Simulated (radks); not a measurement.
Values are calculated unless marked as measured or tabulated.
All-electron atom: the ytterbium ion Yb4+ in [Xe] 4f11.5 5d0.5 (fractional occupations, a model configuration).

Code: a radial shooting solver on a logarithmic mesh with Libxc functionals. Model: scalar-relativistic Kohn-Sham, LDA (Slater exchange, Perdew-Wang correlation), spin-unpolarised, spherical densities, finite nucleus; Fermi nuclear charge, rms radius 5.3108 fm.

Energy parts (hartree):
total: -14045.7292
kinetic: 15299.5748
electron-nucleus: -34435.9983
Hartree: 5372.5422
exchange-correlation: -281.8478

Orbitals (lengths in bohr, moments of r in powers of bohr):
| orbital | occ. | eigenvalue (hartree) | <r^2> |
|---|---|---|---|
| 1s | 2 | -2250.273 | 0.0005307 |
| 2s | 2 | -383.1917 | 0.008223 |
| 2p | 6 | -338.1902 | 0.006719 |
| 3s | 2 | -88.16347 | 0.05381 |
| 3p | 6 | -74.59313 | 0.05428 |
| 3d | 10 | -58.01256 | 0.04515 |
| 4s | 2 | -19.14262 | 0.2678 |
| 4p | 6 | -14.66936 | 0.3035 |
| 4d | 10 | -8.77261 | 0.3578 |
| 4f | 11.5 | -2.26813 | 0.5908 |
| 5s | 2 | -3.89997 | 1.492 |
| 5p | 6 | -2.78393 | 1.990 |
| 5d | 0.5 | -1.46576 | 3.702 |

The highest occupied level is 5d at -39.885 eV. Summed over all electrons, <r^2> = 30.45 bohr^2, which gives a Langevin (diamagnetic) susceptibility term of -24.1 x 10^-6 cm^3/mol. The density falls to 0.001 e/bohr^3 at r = 3.03 bohr. The electron density at the nucleus is 1.081e+06 e/bohr^3 (large components only).
